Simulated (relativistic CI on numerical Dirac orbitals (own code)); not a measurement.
# Hyperfine structure of La50+, mass number 139

Method of calculation: Dirac-Coulomb-Breit CI, orbitals from a KLI potential per configuration, model QED, unscaled Slater integrals (own radial code, finite nucleus).

CI space (outside the closed core 1s2): 2s2.2p3, 2s.2p4, 2p5, 2p4.3s, 2p4.3p, 2p4.3d, 2s2.2p2.3s, 2s2.2p2.3p, 2s2.2p2.3d, 2s.2p3.3s, 2s.2p3.3p, 2s.2p3.3d, 2s2.2p2.4s, 2s2.2p2.4p, 2s2.2p2.4d, 2s2.2p2.4f. Levels of other configurations are missing.

Nuclear spin I = 7/2, μ = 2.7791 μN, Q = 0.206 b (tables of Stone and Pyykkö). The electronic factors are computed for point nuclear moments, without core polarisation or the Bohr-Weisskopf and QED corrections.

| Level | E (eV) | A (GHz) | B (GHz) |
| --- | --- | --- | --- |
| 2s2.2p3 2D°_5/2 | 435.17 | 621.5 | -0.351 |
| 2s2.2p3 2P°_1/2 | 469.23 | 1957 |  |
| 2s.2p4 4P_5/2 | 649.49 | 1454 | 34.5 |
| 2s.2p4 2S_1/2 | 724.25 | 6065 |  |
| 2s2.2p3 2P°_3/2 | 884.66 | 295.3 | -149 |
| 2s.2p4 4P_3/2 | 1084.74 | 1448 | -110 |
| 2s.2p4 2D_5/2 | 1119.36 | 1801 | -176 |
| 2s.2p4 2P_1/2 | 1160.29 | -2060 |  |

Levels with J = 0, under 50 % of one LS term, or S terms without an open s electron are left out. Small factors come from cancelling terms and can be off by tens of per cent or more.

At this charge energies of transitions that change n are usually good to better than 1 %, and those within a shell (Δn = 0) to a few per cent.

(1) Give the hyperfine levels of 2s2.2p3 2P°_1/2 relative to its centre of gravity.

Results:

(1) With K = F(F + 1) − I(I + 1) − J(J + 1), E = AK/2: F = 3: -4403, F = 4: 3425 GHz.

LS names give the leading component of a level, which can be under half, so a name can repeat, a term be missing and a line seem to break the LS rules.
